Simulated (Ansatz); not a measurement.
One change: `O[SiH2]C([SiH3])Cl` becomes `[NH2][AlH][CH]([SiH3])Cl`.

Ansatz, PBE0-D4/def2-TZVP geometries, multiplicity 1. Each molecule was computed in one conformer, which needn't be the lowest.

```json
{"property": "HOMO–LUMO gap (ωB97M-V/def2-TZVPP) / eV", "`O[SiH2]C([SiH3])Cl`": "11.75"}
{"property": "HOMO–LUMO gap (PBE0/def2-TZVPP) / eV", "`O[SiH2]C([SiH3])Cl`": "7.65"}
{"property": "HOMO energy (ωB97M-V/def2-TZVPP) / eV", "`O[SiH2]C([SiH3])Cl`": "-10.31"}
{"property": "size of the dipole moment (PBE/def2-TZVPP) / D", "`O[SiH2]C([SiH3])Cl`": "0.54"}
{"property": "size of the dipole moment (B3LYP/def2-TZVPP) / D", "`O[SiH2]C([SiH3])Cl`": "0.62"}
{"property": "size of the dipole moment (ωB97M-V/def2-TZVPP) / D", "`O[SiH2]C([SiH3])Cl`": "0.61"}
```

Task: Give the same properties after the change, and the shifts. (Best estimate.)

Result: Computed: 
| property | `[NH2][AlH][CH]([SiH3])Cl` | shift |
| --- | --- | --- |
| HOMO–LUMO gap (ωB97M-V/def2-TZVPP) / eV | 10.56 | -1.19 |
| HOMO–LUMO gap (PBE0/def2-TZVPP) / eV | 6.75 | -0.90 |
| HOMO energy (ωB97M-V/def2-TZVPP) / eV | -9.67 | 0.64 |
| size of the dipole moment (PBE/def2-TZVPP) / D | 1.18 | 0.64 |
| size of the dipole moment (B3LYP/def2-TZVPP) / D | 1.20 | 0.58 |
| size of the dipole moment (ωB97M-V/def2-TZVPP) / D | 1.19 | 0.58 |

With PBE0 the HOMO rises by 0.62 eV and the LUMO falls by 0.28 eV, so the gap narrows by about 0.90 eV. PBE moves the HOMO by 0.56 eV and ωB97M-V by 0.64 eV. Dipoles are sizes alone; their direction can turn.

B3LYP here is the variant with VWN-RPA as its local correlation; programs differ in this.
